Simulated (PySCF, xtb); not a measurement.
1,2,4-triazole cation (C₂H₃N₃), SMILES c1nc[nH]n1 (connectivity only; charge and spin as stated), charge +1, multiplicity 2.

Geometry: PBE0-D3(BJ)/def2-SVP. The multiplicity is an assumed one; other spin states were not compared.

Calculation: C-PCM-M06-2X/def2-SVP (PySCF 2.14.0).

The values are the electrostatic part of the solvation free energy, E(continuum) − E(gas) at the gas-phase geometry, in a cavity of scaled van der Waals radii (PySCF's table); cavitation and dispersion terms are not included.

```tsv
solvent	ε	ΔG(elec) (kcal/mol)
water	78.36	-65.3
dimethylsulfoxide	46.83	[?]
1-octanol	9.86	-59.3
```

Question: Complete the blanks. (Estimate from the structure and the level; the computed values follow.)

Answer: 
- dimethylsulfoxide, ΔG(elec) (kcal/mol): -64.7

For comparison, GFN2-xTB/ALPB(water) (xtb, at the GFN2-xTB geometry, all terms of that model) gives -65.8 kcal/mol.
